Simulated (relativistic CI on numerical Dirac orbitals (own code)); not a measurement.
# Ca18+: sensitivity of the levels to the model

Base calculation: Dirac-Coulomb-Breit CI, orbitals from a KLI potential per configuration, QED by a radiative potential, unscaled Slater integrals.

Configuration list: 1s2, 1s.2s, 1s.2p, 1s.3s, 1s.3p, 1s.3d, 1s.4s, 1s.4p, 1s.4d, 1s.4f, 1s.5s, 1s.5p, 1s.5d, 1s.5f, 1s.5g, 1s.6s, 1s.6p, 1s.6d. Levels of other configurations are missing.

The lowest level and the first level of each name with at least 55 % of one term (blank where a level has no safe partner in the second run):

| Level | Base (eV) | Shift (eV) |
| --- | --- | --- |
| 1s2 1S_0 | 0.00 | 0.00 |
| 1s.2s 3S_1 | 3859.88 | +2.78 |
| 1s.2p 3P°_0 | 3881.11 | +1.79 |
| 1s.2p 3P°_1 | 3882.07 | +2.49 |
| 1s.2s 1S_0 | 3883.02 | +2.26 |
| 1s.2p 3P°_2 | 3886.50 | +2.72 |
| 1s.2p 1P°_1 | 3901.55 | +2.80 |
| 1s.3s 3S_1 | 4570.08 | +2.78 |
| 1s.3p 3P°_0 | 4575.94 | +2.51 |
| 1s.3p 3P°_1 | 4576.22 | +2.70 |
| 1s.3s 1S_0 | 4576.27 | +2.62 |
| 1s.3p 3P°_2 | 4577.53 | +2.77 |
| 1s.3d 3D_2 | 4580.73 | +2.80 |
| 1s.3d 3D_1 | 4580.73 | +2.73 |
| 1s.3d 3D_3 | 4581.25 | +2.80 |
| 1s.3d 1D_2 | 4581.44 | +2.75 |
| 1s.3p 1P°_1 | 4581.70 | +2.77 |
| 1s.4s 3S_1 | 4815.54 | +2.78 |
| 1s.4p 3P°_0 | 4817.95 | +2.67 |
| 1s.4p 3P°_1 | 4818.07 | +2.75 |
| 1s.4s 1S_0 | 4818.09 | +2.71 |
| 1s.4p 3P°_2 | 4818.63 | +2.77 |

At this charge energies of transitions that change n are usually good to better than 1 %, and those within a shell (Δn = 0) to a few per cent.

(1) One thing was changed in a second run, which moved the levels as shown. Which?
A. valence Slater integrals scaled by 0.9
B. Breit term removed
C. QED terms removed
D. configuration mixing switched off

Answers

(1) B. Breit term removed. The Breit term mainly narrows fine-structure intervals, so removing it widens them.

LS names give the leading component of a level, which can be under half, so a name can repeat, a term be missing and a line seem to break the LS rules.
